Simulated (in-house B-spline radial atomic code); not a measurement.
Configurations of Xe IX (Xe8+), with energies counted from [Kr] 4d10. Method: Dirac-Hartree-Fock, average of configuration, Fermi nucleus of rms radius 4.7859 fm. Calculated with an all-electron radial atomic-structure program (B-spline basis). Energies include first-order Breit, QED and recoil terms.

Occupations are held fixed; configurations that lie above the ionisation limit could autoionise.

```tsv
configuration	E - E(ref) (eV)	highest orbital	its <r> (bohr)
[Kr] 4d9 5s1	57.633	5s1/2	1.565
[Kr] 4d9 4f1	86.818	4f7/2	1.151
[Kr] 4d9 5f1	123.99	5f7/2	2.643
[Kr] 4d9 6g1	148.11	6g7/2	4.802
[Kr] 4d9 8s1	149.15	8s1/2	6.179
[Kr] 4d9 7f1	152.72	7f7/2	6.314
[Kr] 4d9 7g1	156.29	7g7/2	6.943
[Ar] 3d10 4s2 4p5 4d10 6s1	206.23	6s1/2	2.779
[Ar] 3d10 4s2 4p5 4d10 6g1	242.45	6g7/2	4.798
[Ar] 3d10 4s2 4p5 4d10 8f1	253.61	8f7/2	8.627
[Ar] 3d9 4s2 4p6 4d10 5s1	675.71	5s1/2	1.552
[Ar] 3d9 4s2 4p6 4d10 8p1	770.44	8p3/2	6.573
```

(1) Order these further configurations by energy, lowest first.
A. [Ar] 3d10 4s2 4p5 4d10 7d1
B. [Ar] 3d9 4s2 4p6 4d10 7p1
C. [Ar] 3d10 4s2 4p5 4d10 6d1
D. [Ar] 3d10 4s2 4p5 4d10 4f1
E. [Ar] 3d10 4s2 4p5 4d10 7g1

(2) How far above the reference does [Ar] 3d10 4s2 4p5 4d10 8g1 lie?

(3) How far above the reference does [Ar] 3d10 4s2 4p5 4d10 5f1 lie?

(4) How far above the reference does [Ar] 3d9 4s2 4p6 4d10 6g1 lie?

(5) One of these lies 737.9 eV from the reference. Which?
A. [Ar] 3d9 4s2 4p6 4d10 8g1
B. [Ar] 3d9 4s2 4p6 4d10 6p1
C. [Ar] 3d9 4s2 4p6 4d10 5p1
D. [Kr] 4d9 7s1

## Answers

(1) D (180.21 eV), C (224.36 eV), A (240.14 eV), E (250.64 eV), B (758.85 eV).

(2) 255.97 eV; its least bound orbital is 8g7/2 with <r> = 9.416 bohr.

(3) 218.14 eV; its least bound orbital is 5f7/2 with <r> = 2.635 bohr.

(4) 767.29 eV; its least bound orbital is 6g7/2 with <r> = 4.802 bohr.

(5) B.
